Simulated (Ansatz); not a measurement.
Input file for Ansatz (a first-principles code): U-CCSD(T)/def2-TZVPP on CrPb, 2S+1 = 9, a spin state set in the input, which need not be the lowest, a point of a bond scan (R = 2.837 Å). Elements past Kr take the def2 small-core potentials; no spin–orbit coupling.

Ansatz 0.2 input:
```yaml
crystal:
  periodic: [false, false, false]
  atoms:
    - {symbol: Cr, position_ang: [0.00000000, 0.00000000, 0.00000000]}
    - {symbol: Pb, position_ang: [0.00000000, 0.00000000, 2.83669700]}
basis:
  gaussian:
    orbitals: def2-TZVPP
magnetization: {spin_polarized: true, initial_magnetization: 8}
correlation: {method: ccsd_t, electrons: valence}
output: {orbitals: {seedname: ./end}}
```

Program output:

```
WARN ansatz: RAYON_NUM_THREADS=1 ignored (pool sized by the plan → 1); use --threads N
Functional definition: HF
integrals: 0.26 GiB planned
942 factors; integrals over basis functions are off by at most 7.9e-4 eV
mean field: 0.54 GiB planned
mean field evaluation 1: about -33608.6741 eV, gradient 2.9e1 eV
mean field evaluation 2: about -33608.7265 eV, gradient 2.9e1 eV
mean field evaluation 4: about -33611.0120 eV, gradient 2.2e0 eV
mean field evaluation 8: about -33611.1243 eV, gradient 5.7e-1 eV
mean field evaluation 16: about -33611.1500 eV, gradient 2.3e-6 eV
mean field evaluation 32: about -33610.1181 eV, gradient 1.1e-2 eV
mean field evaluation 64: about -33611.1500 eV, gradient 5.9e-6 eV
mean field evaluation 96: about -33609.8761 eV, gradient 1.3e0 eV
mean field evaluation 128: about -33610.1428 eV, gradient 1.4e0 eV
mean field evaluation 160: about -33611.0185 eV, gradient 2.0e0 eV
mean field evaluation 192: about -33609.8578 eV, gradient 4.7e-3 eV
mean field evaluation 224: about -33610.1282 eV, gradient 1.2e0 eV
mean field evaluation 256: about -33609.8578 eV, gradient 8.6e-3 eV
mean field evaluation 288: about -33610.3329 eV, gradient 9.6e-1 eV
mean field evaluation 320: about -33610.2211 eV, gradient 3.8e0 eV
mean field evaluation 352: about -33610.2194 eV, gradient 3.8e0 eV
mean field evaluation 384: about -33607.9315 eV, gradient 6.4e-2 eV
mean field evaluation 416: about -33610.0422 eV, gradient 1.4e-3 eV
mean field evaluation 448: about -33607.7454 eV, gradient 7.8e-1 eV
mean field evaluation 480: about -33608.4954 eV, gradient 1.4e0 eV
mean field evaluation 512: about -33608.5752 eV, gradient 3.5e0 eV
mean field evaluation 544: about -33605.5206 eV, gradient 1.0e0 eV
mean field evaluation 576: about -33608.1266 eV, gradient 3.7e-1 eV
mean field evaluation 608: about -33607.9380 eV, gradient 8.2e-1 eV
mean field evaluation 640: about -33606.2015 eV, gradient 1.3e1 eV
mean field evaluation 672: about -33610.0422 eV, gradient 1.4e-3 eV
mean field evaluation 704: about -33609.8579 eV, gradient 1.4e-2 eV
mean field evaluation 736: about -33610.2628 eV, gradient 6.4e-1 eV
mean field evaluation 768: about -33610.5542 eV, gradient 3.6e0 eV
mean field evaluation 800: about -33610.6037 eV, gradient 4.0e0 eV
mean field evaluation 832: about -33604.3386 eV, gradient 1.8e1 eV
mean field evaluation 864: about -33604.3772 eV, gradient 1.6e1 eV
mean field -33611.15002619 eV, -1235.1869810067 hartree, gradient 5.8e-6 eV, S^2 20.013013; 19 other end points of the search recorded, 0 dependent functions left out
determinant -33611.15002619 eV, -1235.1869810067 hartree, with singles and doubles -33631.55042314 eV, -1235.9366817669 hartree
determinant -33610.11807590 eV, -1235.1490575332 hartree, with singles and doubles -33630.12166577 eV, -1235.8841759017 hartree
determinant -33610.04224939 eV, -1235.1462709600 hartree, with singles and doubles -33630.45762746 eV, -1235.8965222662 hartree
determinant -33609.85781816 eV, -1235.1394932374 hartree, with singles and doubles -33629.33695126 eV, -1235.8553381757 hartree
determinant -33608.14047299 eV, -1235.0763819667 hartree, with singles and doubles -33628.46583980 eV, -1235.8233254197 hartree
determinant -33607.94898251 eV, -1235.0693448211 hartree, with singles and doubles -33627.33201520 eV, -1235.7816581343 hartree
determinant -33607.92704069 eV, -1235.0685384744 hartree, with singles and doubles -33627.31712895 eV, -1235.7811110747 hartree
determinant -33607.83924633 eV, -1235.0653120908 hartree, with singles and doubles -33628.34914596 eV, -1235.8190370002 hartree
determinant -33607.74656043 eV, -1235.0619059469 hartree, with singles and doubles -33627.18430412 eV, -1235.7762298521 hartree
determinant -33607.50702928 eV, -1235.0531033395 hartree, with singles and doubles -33626.79730618 eV, -1235.7620079403 hartree
9 core orbitals not correlated
reference -33611.15002619 eV, -1235.1869810067 hartree; 18, 10 occupied and 87, 95 virtual orbitals, 942 factors
second order -21.18309977 eV of doubles, -0.00000000 eV of singles
coupled cluster: 0.88 GiB planned
cycle   1  -20.40590179 eV  change   -5.5e-3 eV  update   3.8e-3
cycle   2  -20.40579657 eV  change    1.1e-4 eV  update   3.3e-3
cycle   3  -20.40597212 eV  change   -1.8e-4 eV  update   2.2e-3
cycle   4  -20.40753592 eV  change   -1.6e-3 eV  update   7.8e-4
cycle   5  -20.40801264 eV  change   -4.8e-4 eV  update   3.0e-4
cycle   6  -20.40785242 eV  change    1.6e-4 eV  update   1.1e-4
cycle   7  -20.40795324 eV  change   -1.0e-4 eV  update   5.2e-5
cycle   8  -20.40794496 eV  change    8.3e-6 eV  update   2.2e-5
cycle   9  -20.40790359 eV  change    4.1e-5 eV  update   1.0e-5
cycle  10  -20.40791685 eV  change   -1.3e-5 eV  update   3.7e-6
perturbative correction -0.50040685 eV, -0.0183896127 hartree
Total energy: -33632.05834990 eV, -1235.9553477307 hartree
```

Self-consistency was reached.

Cost: very roughly 4 core-minutes.
